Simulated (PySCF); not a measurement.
Computed IR spectrum (relative IR intensity) of a molecule C3H7NSi. Geometry optimised at PBE0-D3(BJ)/def2-SVP. The values are those of a single conformer. All values below come from PBE0-D3(BJ)/def2-SVP in PySCF. Frequencies are harmonic and unscaled.

Lines under 2 % of the strongest are left out, and lines within 2 cm⁻¹ are merged.

ν (cm⁻¹): 134 (vw), 200 (w), 299 (vw), 495 (w), 538 (w), 589 (vw), 638 (w), 725 (w), 779 (s), 816 (m), 934 (s), 951 (m), 1050 (w), 1178 (w), 1254 (w), 1385 (w), 1437 (w), 1440 (w), 1693 (m), 2206 (vs), 2216 (vs), 3050 (w), 3081 (w), 3138 (w), 3167 (vw) (against the strongest line: vs over 80 %, s over 45 %, m over 15 %, w over 4 %, vw less)

Pick the molecule that these values belong to.
A. C=C1CN[SiH2]1
B. C#C[SiH2]NC
C. CC1=NC[SiH2]1
D. C=C=C(N)[SiH3]

C, CC1=NC[SiH2]1
